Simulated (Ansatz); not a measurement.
Calculated with Ansatz (gas phase, PBE0-D4/def2-TZVP geometries, no zero-point term in ΔE). CCSD(T)/CBS adds triple-zeta CCSD(T) − MP2 to the extrapolated MP2 energy (def2 sets, frozen cores). This one scheme is used for every species. DFT in def2-TZVPP. HSE06 is defined as in plane-wave codes. One conformer a species, not always the lowest.

Consider the ligand exchange at the Si–C bond: `[SiH3]/C=C/[SiH3]` + `O=C(O)O` → `O=C(O)O[SiH3]` + `C=C[SiH3]`.

| level | ΔE (kcal/mol) |
| --- | --- |
| BLYP-D4 | -18.6 |
| HSE06 | -17.2 |
| CCSD(T)/def2-SVP | -17.7 |
| HF/def2-TZVPP | -23.0 |

Q: What does CCSD(T)/CBS give? (Best estimate.)

A: The calculation gave: -19.8 kcal/mol. The listed levels differ from it by 1.2, 2.6, 2.1, -3.2 kcal/mol.

Largest T1 diagnostic among the species: 0.014.

Leaving LDA and LC-ωPBE aside and taking each functional with its dispersion term where it has one, the values, not all of them listed here, spread over 5.1 kcal/mol, from BHLYP-D4 to revPBE-D4. From BLYP to BHLYP (50 % exact exchange), in def2-TZVPP and without D4, ΔE moves by −2.3 kcal/mol. In def2-TZVPP, CCSD(T) changes the Hartree–Fock value by +3.3 kcal/mol (the triples alone add +0.5 kcal/mol) and MP2 by +3.2 kcal/mol.
